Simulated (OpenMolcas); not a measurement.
Mo3+: effect of the metal basis and ligand basis

Mo3+ with 6 ligands (fluoride) in octahedral coordination (Oh) at 2 Å. A charge of +0.5 e stands 2.4 Å behind each ligand.

```json
{"Program": "OpenMolcas 26.06", "Method": "SS-CASPT2, IPEA 0.25 Eh, imaginary shift 0.1 Eh (closed shells correlated: 4s 4p and the ligand valence shells)", "Spin-orbit coupling": "RASSI with atomic mean-field integrals over the reference wave functions"}
```

Fixed: active space 3 electrons in 5 orbitals (4d), DKH2 Hamiltonian.

States (labels of O, the rotations of Oh). Energies in cm-1 above the lowest state or level, χT in cm3 K/mol; 10Dq and B are least-squares fits to the states below 45000 cm-1, weighted by degeneracy, with a free offset, and given where the rms deviation is under 5 % of |10Dq| (or 100 cm-1) and under 700 cm-1.

```csv
Run,Metal basis,Ligand basis,Ground state,First state of that spin,10Dq,B (rms of fit),First gap with spin-orbit (degeneracies),χT at 300 K,First state of another spin,Cost
A,ANO-RCC-VDZP,ANO-RCC-VDZP,4A2,4T2 26190,25753,557 (208),"11810 (4, 4)",1.770,2E 11860,roughly 70 core-seconds
B,ANO-RCC-VTZP,ANO-RCC-VTZP,4A2,4T2 24290,,,"10740 (4, 4)",1.768,2E 10820,roughly 12 core-minutes
```

Against A, the first state of the same spin changes by -7.3 % in B.

Costs are those of the CASPT2 steps.

Roots that are degenerate in the reference are averaged as groups; the widest CASPT2 spread within a group is 120 cm-1 (the 3-fold group of multiplicity 2 near 63600 cm-1 above the lowest state of its run, A). Shifts and gaps below about the spread of the groups concerned are not significant. Over all roots computed the reference weight is 0.71 in A, 0.68 to 0.70 in B; a low but even weight reflects the number of correlated electrons. Ligand-to-metal charge-transfer states are missing. With no ligand orbital active B as a rule stays too high, so bands that hang on it stand too high and its fall with covalency is understated. With one d shell and no ligand orbital active, 10Dq can be off by a tenth or more. The least metal-like active orbital is 83 % on the metal (Löwdin) and no ligand orbital is active, so the numbers are rough (holds for A). The least metal-like active orbital is 74 % on the metal (Löwdin) and no ligand orbital is active, so the numbers are rough (holds for B). No measured value stands beside these numbers; the geometry is a model, was not optimised and need not be the one that this ion takes.
